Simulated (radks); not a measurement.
Task: Tm, configuration [Xe] 4f13 6s2 (the NIST ground configuration). Calculated with a radial shooting solver on a logarithmic mesh with Libxc functionals: Dirac Kohn-Sham, LDA (Slater exchange, Perdew-Wang correlation), spin-unpolarised, spherical densities, finite nucleus; open shells fill j = l - 1/2 first; Fermi nuclear charge, rms radius 5.2256 fm. Some entries of the table are withheld. Estimate them.

orbital  occ.  eigenvalue (Ry)  <r> (bohr)  r(max) (bohr)
1s1/2       2        -4347.467     0.02003        0.01262
2s1/2       2        -733.1756     0.08436        0.07213
2p1/2       2        -699.1907     0.07010        0.05404
2p3/2       4        -627.2320     0.07749        0.06036
3s1/2       2        -164.7286      0.2207         0.2037
3p1/2       2        -149.7136      0.2104            (1)
3p3/2       4        -134.5244      0.2243            (2)
3d3/2       4        -108.7707      0.1974         0.1610
3d5/2       6        -105.4478      0.2017         0.1647
4s1/2       2        -32.40206      0.4981            (3)
4p1/2       2        -26.36145      0.5063         0.4664
4p3/2       4        -22.91768      0.5385         0.4947
4d3/2       4        -12.95084         (4)         0.4961
4d5/2       6        -12.32431         (5)         0.5053
5s1/2       2         -3.92645       1.231          1.091
5p1/2       2         -2.29172       1.394          1.191
5p3/2       4         -1.86819       1.513          1.282
6s1/2       2         -0.29647       3.918          3.267
4f5/2       6         -0.29138      0.7986         0.4922
4f7/2       7         -0.20333      0.8238         0.4978

Result: 
(1) 3p1/2 r(max) (bohr): 0.1913
(2) 3p3/2 r(max) (bohr): 0.2045
(3) 4s1/2 r(max) (bohr): 0.4649
(4) 4d3/2 <r> (bohr): 0.5653
(5) 4d5/2 <r> (bohr): 0.5768
